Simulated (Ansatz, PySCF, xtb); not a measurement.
Dimer: HF (SMILES F) (first 2 atoms) with CH4S (SMILES CS); geometry from B3LYP-D3(BJ)/def2-TZVP, rigid monomers moved along the line of their centres of mass till H2···S4 is 3.03 Å.
(charge 0, multiplicity 1):
```xyz
8

F      0.31126     0.51763    -0.58608
H      0.47661     0.05955     0.22384
C      0.26877     1.04264     3.66681
S      0.66614    -0.66489     3.15896
H     -0.09840     1.06356     4.68973
H      1.20320     1.59726     3.60973
H     -0.45082     1.48948     2.98583
H     -0.58091    -1.16028     3.22613
```

Interaction energies are E(AB) − E(A) − E(B) at the monomers' geometry in the complex; basis-set methods are counterpoise corrected. Rows marked so take none.

Correlated levels freeze the cores. Rows in 3-21G, 6-311+G** carry no dispersion term and start afresh at each structure.

Programs: Ansatz (an electronic-structure program) with Gaussian orbitals; PySCF for 3-21G rows, 6-311+G** rows, the dispersion terms; xtb for the GFN methods. Each number belongs to the level named beside it.

```
level                              interaction energy (kJ/mol)
---------------------------------  ---------------------------
GFN-FF                                                   -13.3
GFN2-xTB                                                  -9.4
PBE/def2-TZVPPD                                          -16.5
PBE-D4/def2-TZVPPD                                       -17.9
B3LYP/3-21G (no counterpoise)                            -17.2
B3LYP/6-311+G** (no counterpoise)                          [?]
B3LYP/def2-TZVPPD                                          [?]
MP2/aug-cc-pV(D+d)Z                                      -15.3
CCSD(T)/aug-cc-pV(D+d)Z                                  -15.1
```

**Question.** Complete the blanks.

**Answer.** 
- B3LYP/6-311+G** (no counterpoise), interaction energy (kJ/mol): -16.0
- B3LYP/def2-TZVPPD, interaction energy (kJ/mol): -14.5
